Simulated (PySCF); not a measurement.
All values below come from TPSSh-D3(BJ)/def2-TZVP // BP86-D3(BJ)/def2-SVP (PySCF 2.14.0). Gas-phase values, no solvent. One relaxed conformer stands for a flexible species; it need not be the lowest. 

Reference species: [Ta(OH)5] (neutral, multiplicity 1).

```yaml
LUMO: -1.41 eV
HOMO–LUMO gap: 6.25 eV
```

Changed species: [Ta(Cl)4(OH)] (1 of 5 Cl replaced by OH; the reference has 5 of 5 Cl replaced by OH).

**Question.** Give the shifts of the LUMO and HOMO–LUMO gap.

**Answer.** the LUMO drops by 1.93 eV, to -3.34 eV; the HOMO–LUMO gap drops by 1.43 eV, to 4.82 eV.
